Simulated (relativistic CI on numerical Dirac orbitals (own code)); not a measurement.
Rb7+: q coefficients and field-shift factors

Method of calculation: Dirac-Coulomb-Breit CI, KLI orbitals optimised for each configuration, derivatives by finite differences, unscaled Slater integrals, QED left out (own radial code, finite nucleus).

CI space (outside the closed core [Ar] 3d10): 4s2, 4s 4p, 4p2, 4s 4d, 4d2, 4s 4f, 4p 4d, 4p 5s. Levels of other configurations are missing.

With x = (α/α₀)² − 1 an excitation energy changes as ω = ω₀ + qx; K = 2q/ω₀ is the relative enhancement. Terms are leading LS components, so labels can repeat. The field-shift factor is F = δν/δ⟨r²⟩ for the transition from the lowest level.

Lowest level 4s2 1S_0.

| Level | ω₀ (cm⁻¹) | q (cm⁻¹) | F (GHz/fm²) |
| --- | --- | --- | --- |
| 4s 4p 3P°_0 | 127661 | 4243 | -12 |
| 4s 4p 3P°_1 | 131032 | 7367 | -12 |
| 4s 4p 3P°_2 | 139047 | 16140 | -12.1 |
| 4s 4p 1P°_1 | 194717 | 13780 | -12.3 |
| 4p2 3P_0 | 305342 | 14150 | -24.9 |
| 4p2 1D_2 | 310323 | 21130 | -23.5 |
| 4p2 3P_1 | 310878 | 21450 | -24.9 |
| 4p2 3P_2 | 321277 | 32310 | -24.4 |
| 4p2 1S_0 | 364140 | 28780 | -24.4 |
| 4s 4d 3D_1 | 394669 | 17110 | -11.6 |
| 4s 4d 3D_2 | 395266 | 17700 | -11.6 |
| 4s 4d 3D_3 | 396191 | 18640 | -11.6 |
| 4s 4d 1D_2 | 437848 | 18900 | -13.4 |
| 4p 4d 3F°_2 | 529885 | 23020 | -24.1 |
| 4p 4d 3F°_3 | 534658 | 27940 | -24 |
| 4p 4d 3F°_4 | 540780 | 34740 | -23.9 |
| 4p 4d 1D°_2 | 545144 | 30510 | -24.6 |
| 4p 4d 3P°_2 | 563149 | 28150 | -24.6 |
| 4p 4d 3D°_1 | 563447 | 25640 | -24.6 |
| 4p 4d 3P°_0 | 569047 | 34180 | -24.7 |
| 4p 4d 3D°_3 | 569267 | 27510 | -21.8 |
| 4p 4d 3P°_1 | 570251 | 33980 | -24.7 |
| 4p 4d 3D°_2 | 571319 | 34240 | -24.7 |

At this charge configurations can still be misplaced by up to about 7 % of their energy.

**Question.** Which transition from the lowest level has the largest |K|?

**Answer.** 4s 4p 3P°_2 at 139047 cm⁻¹, K = 0.232.
